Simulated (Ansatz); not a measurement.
Cl₃OW, quartet, at a GFN2-xTB geometry of the parent state (such geometries of metal compounds can be far from the true shape) (the multiplicity is a formal guess) (core potentials on W); SVWN5/def2-SVP in Ansatz (a quantum-chemistry and plane-wave program).

Input for Ansatz:
Ansatz 0.2 input:
```yaml
crystal:
  periodic: [false, false, false]
  atoms:
    - {symbol: W, position_ang: [0.28656828, -0.07038010, -0.03063510]}
    - {symbol: O, position_ang: [1.50254517, -0.78817977, -0.92455592]}
    - {symbol: Cl, position_ang: [0.34907231, 0.95494835, 1.85934368]}
    - {symbol: Cl, position_ang: [-0.89030423, 1.25989863, -1.41292706]}
    - {symbol: Cl, position_ang: [-1.41326304, -1.53757844, 0.12202132]}
basis:
  gaussian:
    orbitals: def2-SVP
hamiltonian:
  xc: {name: SVWN5}
magnetization: {spin_polarized: false, initial_magnetization: 3}
```

Problem. Write the output that Ansatz gives for this input, abridged.

Solution. 
```
Functional definition: SVWN5
1035 factors; their error is unknown
mean field evaluation 1: about -41280.1292 eV, gradient 6.8e1 eV
mean field evaluation 2: about -41111.2783 eV, gradient 2.1e2 eV
mean field evaluation 4: about -41279.0241 eV, gradient 5.8e1 eV
mean field evaluation 8: about -41289.9441 eV, gradient 3.5e0 eV
mean field evaluation 16: about -41290.1138 eV, gradient 1.2e-5 eV
mean field evaluation 32: about -41290.0997 eV, gradient 2.0e0 eV
mean field evaluation 64: about -41181.7714 eV, gradient 8.5e2 eV
mean field evaluation 96: about -41289.7160 eV, gradient 4.1e0 eV
mean field evaluation 128: about -41289.8770 eV, gradient 1.4e0 eV
mean field evaluation 160: about -41290.0974 eV, gradient 1.1e0 eV
mean field evaluation 192: about -41288.8787 eV, gradient 3.4e0 eV
mean field evaluation 224: about -41280.3975 eV, gradient 6.7e1 eV
mean field evaluation 256: about -41290.0183 eV, gradient 2.6e0 eV
mean field -41290.11522330 eV, -1517.3837470109 hartree, gradient 3.3e-6 eV, S^2 3.750000; 16 other end points of the search recorded, 0 dependent functions left out
reference -41290.11528131 eV, -1517.3837491429 hartree; 38, 35 occupied and 62, 65 virtual orbitals, 1035 factors
Total energy: -41290.11528131 eV, -1517.3837491429 hartree
```
